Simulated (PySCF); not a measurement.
trisilane (H8Si3), singlet, at a GFN2-xTB geometry; MP2/6-31G** run with PySCF.

Here is a job for PySCF.
```python
from pyscf import gto, scf, mp

mol = gto.M(
    atom='''
Si    1.84434748    0.77811444   -0.03231500
Si    0.16416537   -0.81270586   -0.09228709
Si   -1.99843538   -0.01529745    0.11893695
H     3.19901703    0.23312390   -0.14758428
H     1.70184530    1.75355602   -1.11706786
H     1.81606434    1.54371778    1.21735150
H     0.41379658   -1.82450880    0.94977864
H     0.27643206   -1.59248980   -1.33779706
H    -2.32028977    0.95246609   -0.93389650
H    -2.19373438    0.68155636    1.39358787
H    -3.03421581   -1.04897755    0.05493974
''',
    basis='6-31g**',
    verbose=4,
)

mf = scf.UHF(mol)
mf.kernel()

pt = mp.MP2(mf)
pt.kernel()
print('E(MP2) = %.10f' % pt.e_tot)
mf.analyze()
```

Output, abridged:

```
PySCF version 2.14.0

[INPUT] verbose = 4
[INPUT] num. atoms = 11
[INPUT] num. electrons = 50
[INPUT] charge = 0
[INPUT] spin (= nelec alpha-beta = 2S) = 0
[INPUT] symmetry False subgroup None
[INPUT] Mole.unit = angstrom
[INPUT] Symbol           X                Y                Z      unit          X                Y                Z       unit  Magmom
[...]
nuclear repulsion = 193.835707915926
number of shells = 48
number of NR pGTOs = 209
number of NR cGTOs = 94
basis = 6-31g**
ecp = {}

******** <class 'pyscf.scf.uhf.UHF'> ********
method = UHF
initial guess = minao
damping factor = 0
level_shift factor = 0
DIIS = <class 'pyscf.scf.diis.CDIIS'>
diis_start_cycle = 1
diis_space = 8
diis_damp = 0
SCF conv_tol = 1e-09
SCF conv_tol_grad = None
SCF max_cycles = 50
direct_scf = True
direct_scf_tol = 1e-13
number electrons alpha = 25  beta = 25
Set gradient conv threshold to 3.16228e-05
init E= -870.876884049801
cycle= 1 E= -871.347494033565  delta_E= -0.471  |g|= 0.191  |ddm|= 1.76
cycle= 2 E= -871.387408142478  delta_E= -0.0399  |g|= 0.0534  |ddm|= 0.322
cycle= 3 E= -871.391436421323  delta_E= -0.00403  |g|= 0.0148  |ddm|= 0.119
cycle= 4 E= -871.391741137966  delta_E= -0.000305  |g|= 0.00252  |ddm|= 0.0383
cycle= 5 E= -871.391753459189  delta_E= -1.23e-05  |g|= 0.00068  |ddm|= 0.00841
cycle= 6 E= -871.391754397166  delta_E= -9.38e-07  |g|= 0.000308  |ddm|= 0.00221
cycle= 7 E= -871.391754634657  delta_E= -2.37e-07  |g|= 0.000143  |ddm|= 0.00106
cycle= 8 E= -871.391754698699  delta_E= -6.4e-08  |g|= 2.18e-05  |ddm|= 0.000769
cycle= 9 E= -871.391754699839  delta_E= -1.14e-09  |g|= 5.62e-06  |ddm|= 9.56e-05
cycle= 10 E= -871.391754699903  delta_E= -6.37e-11  |g|= 1.94e-06  |ddm|= 2.22e-05
Extra cycle  E= -871.391754699914  delta_E= -1.09e-11  |g|= 1.07e-06  |ddm|= 4.42e-06
converged SCF energy = -871.391754699914  <S^2> = 1.9397817e-11  2S+1 = 1

******** <class 'pyscf.mp.ump2.UMP2'> ********
nocc = (np.int64(25), np.int64(25)), nmo = (94, 94)
E(UMP2) = -871.704858277774  E_corr = -0.313103577860601
E(SCS-UMP2) = -871.726325809978  E_corr = -0.334571110064744
E_corr(same-spin) = -0.0474844423476651
E_corr(oppo-spin) = -0.265619135512936
E(MP2) = -871.7048582778
**** SCF Summaries ****
Total Energy =                        -871.391754699913577
Nuclear Repulsion Energy =             193.835707915925553
One-electron Energy =                -1594.420513326515447
Two-electron Energy =                  529.193050710676175
Two-electron Coulomb Energy =          593.240146267643581
DFT Exchange-Correlation Energy =      -64.047095556967406
**** MO energy ****
                             alpha | beta                alpha | beta
[...]
To work with the spin densities directly, `use mulliken_meta_spin()` only printing them here.

 ** Mulliken spin pop alpha/beta on meta-lowdin orthogonal AOs **
 ** Mulliken Spin Density (per AO)  **
spin_pop of  0 Si 1s       -0.00000
spin_pop of  0 Si 2s       -0.00000
spin_pop of  0 Si 3s       -0.00000
spin_pop of  0 Si 4s        0.00000
spin_pop of  0 Si 2px      -0.00000
spin_pop of  0 Si 2py      -0.00000
spin_pop of  0 Si 2pz       0.00000
spin_pop of  0 Si 3px      -0.00000
spin_pop of  0 Si 3py      -0.00000
spin_pop of  0 Si 3pz       0.00000
spin_pop of  0 Si 4px       0.00000
spin_pop of  0 Si 4py       0.00000
spin_pop of  0 Si 4pz       0.00000
spin_pop of  0 Si 3dxy      0.00000
spin_pop of  0 Si 3dyz      0.00000
spin_pop of  0 Si 3dz^2     0.00000
spin_pop of  0 Si 3dxz      0.00000
spin_pop of  0 Si 3dx2-y2    0.00000
spin_pop of  1 Si 1s       -0.00000
spin_pop of  1 Si 2s       -0.00000
spin_pop of  1 Si 3s        0.00000
spin_pop of  1 Si 4s        0.00000
spin_pop of  1 Si 2px       0.00000
spin_pop of  1 Si 2py      -0.00000
spin_pop of  1 Si 2pz      -0.00000
spin_pop of  1 Si 3px       0.00000
spin_pop of  1 Si 3py      -0.00000
spin_pop of  1 Si 3pz      -0.00000
spin_pop of  1 Si 4px       0.00000
spin_pop of  1 Si 4py       0.00000
spin_pop of  1 Si 4pz       0.00000
spin_pop of  1 Si 3dxy      0.00000
spin_pop of  1 Si 3dyz      0.00000
spin_pop of  1 Si 3dz^2     0.00000
spin_pop of  1 Si 3dxz      0.00000
spin_pop of  1 Si 3dx2-y2    0.00000
spin_pop of  2 Si 1s       -0.00000
spin_pop of  2 Si 2s       -0.00000
spin_pop of  2 Si 3s       -0.00000
spin_pop of  2 Si 4s        0.00000
spin_pop of  2 Si 2px      -0.00000
spin_pop of  2 Si 2py      -0.00000
spin_pop of  2 Si 2pz       0.00000
spin_pop of  2 Si 3px      -0.00000
spin_pop of  2 Si 3py      -0.00000
spin_pop of  2 Si 3pz       0.00000
spin_pop of  2 Si 4px       0.00000
spin_pop of  2 Si 4py       0.00000
spin_pop of  2 Si 4pz       0.00000
spin_pop of  2 Si 3dxy      0.00000
spin_pop of  2 Si 3dyz      0.00000
spin_pop of  2 Si 3dz^2     0.00000
spin_pop of  2 Si 3dxz      0.00000
spin_pop of  2 Si 3dx2-y2    0.00000
spin_pop of  3 H 1s        0.00000
spin_pop of  3 H 2s        0.00000
spin_pop of  3 H 2px       0.00000
spin_pop of  3 H 2py       0.00000
spin_pop of  3 H 2pz       0.00000
spin_pop of  4 H 1s       -0.00000
spin_pop of  4 H 2s        0.00000
spin_pop of  4 H 2px       0.00000
spin_pop of  4 H 2py       0.00000
spin_pop of  4 H 2pz       0.00000
spin_pop of  5 H 1s       -0.00000
spin_pop of  5 H 2s        0.00000
spin_pop of  5 H 2px       0.00000
spin_pop of  5 H 2py       0.00000
spin_pop of  5 H 2pz       0.00000
spin_pop of  6 H 1s        0.00000
spin_pop of  6 H 2s        0.00000
spin_pop of  6 H 2px       0.00000
spin_pop of  6 H 2py       0.00000
spin_pop of  6 H 2pz       0.00000
spin_pop of  7 H 1s        0.00000
spin_pop of  7 H 2s        0.00000
spin_pop of  7 H 2px       0.00000
spin_pop of  7 H 2py       0.00000
spin_pop of  7 H 2pz       0.00000
spin_pop of  8 H 1s       -0.00000
spin_pop of  8 H 2s        0.00000
spin_pop of  8 H 2px       0.00000
spin_pop of  8 H 2py       0.00000
spin_pop of  8 H 2pz       0.00000
spin_pop of  9 H 1s       -0.00000
spin_pop of  9 H 2s        0.00000
spin_pop of  9 H 2px       0.00000
spin_pop of  9 H 2py       0.00000
spin_pop of  9 H 2pz       0.00000
spin_pop of  10 H 1s        0.00000
spin_pop of  10 H 2s        0.00000
spin_pop of  10 H 2px       0.00000
spin_pop of  10 H 2py       0.00000
spin_pop of  10 H 2pz       0.00000
 ** Mulliken Spin Density (per atom)  **
spin density of  0 Si =     -0.00000
spin density of  1 Si =     -0.00000
spin density of  2 Si =     -0.00000
spin density of  3 H =      0.00000
spin density of  4 H =     -0.00000
spin density of  5 H =     -0.00000
spin density of  6 H =      0.00000
spin density of  7 H =      0.00000
spin density of  8 H =     -0.00000
spin density of  9 H =     -0.00000
spin density of  10 H =      0.00000
 ** Mulliken pop alpha/beta on meta-lowdin orthogonal AOs **
 ** Mulliken pop       alpha | beta **
In total            25.00000 | 25.00000
 ** Mulliken atomic charges   ( Nelec_alpha | Nelec_beta ) **
charge of  0Si =      0.36066  (     6.81967      6.81967 )
charge of  1Si =      0.20467  (     6.89766      6.89766 )
charge of  2Si =      0.36066  (     6.81967      6.81967 )
charge of  3H =     -0.11235  (     0.55617      0.55617 )
charge of  4H =     -0.12009  (     0.56004      0.56005 )
charge of  5H =     -0.12031  (     0.56015      0.56015 )
charge of  6H =     -0.11025  (     0.55513      0.55512 )
charge of  7H =     -0.11025  (     0.55513      0.55512 )
charge of  8H =     -0.12031  (     0.56015      0.56015 )
charge of  9H =     -0.12009  (     0.56004      0.56005 )
charge of  10H =     -0.11235  (     0.55617      0.55617 )
Dipole moment(X, Y, Z, Debye):  0.02841, -0.14062, -0.01597
```
